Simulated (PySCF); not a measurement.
Si(F)2(OH)2 (F2H2O2Si), SMILES F[Si](O)(F)O. Geometry optimised at ωB97X-D3(BJ)/def2-SVP. Other conformers were not sampled.

Give the equilibrium geometry at ωB97X-D3(BJ)/def2-SVP (PySCF confirms it by a frequency run) as a Z-matrix. (Estimate from the structure and the level; the computed values follow.)

One answer among several that fit: 
```
Si
F 1 1.6048
F 1 1.6105 2 104.98
O 1 1.6275 2 108.38 3 -119.92
H 4 0.9622 1 117.50 2 -147.88
O 1 1.6354 2 112.26 3 118.87
H 6 0.9625 1 118.95 2 -70.97
```
